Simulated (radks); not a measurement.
Results of a calculation; reference values are marked as such.
Valence configurations of the antimony ion Sb3+ (all share [Kr]). Level of theory: Dirac Kohn-Sham, LDA (Slater exchange, Perdew-Wang correlation), spin-unpolarised, spherical densities, point nucleus; open shells are shared between the two j in proportion to 2j + 1 (a radial shooting solver on a logarithmic mesh with Libxc functionals). Energies are relative to 4d10 5s2; eigenvalues in eV.

valence,E (eV),e(4d3/2),e(4d5/2),e(5p1/2),e(5p3/2),e(5s1/2)
4d10 5s2,0.000,-63.689,-62.421,-,-,-39.385
4d9 5s2 5p1,35.917,-70.503,-69.174,-32.269,-31.095,-42.187
4d10 5s1 5p1,10.154,-65.011,-63.738,-30.727,-29.648,-40.213
4d9 5s1 5p2,46.674,-71.755,-70.422,-32.928,-31.731,-42.942
4d8 5s2 5p2,76.488,-77.301,-75.912,-34.390,-33.096,-44.830
4d10 5p2,20.414,-66.302,-65.025,-31.423,-30.321,-
4d9 5p3,57.542,-72.980,-71.642,-33.561,-32.340,-
4d10 5s1.5 5p0.5,5.065,-64.353,-63.083,-30.363,-29.294,-39.804
4d7 5s2 5p3,121.83,-84.089,-82.638,-36.410,-34.993,-47.357
4d9.5 5s2 5p0.5,17.387,-67.098,-65.799,-31.154,-30.038,-40.810

NIST lists [Kr] 4d10 5s2 as the ground configuration; this level of theory agrees among the configurations tried. The energies are those of spherical spin-averaged densities, not of single terms.
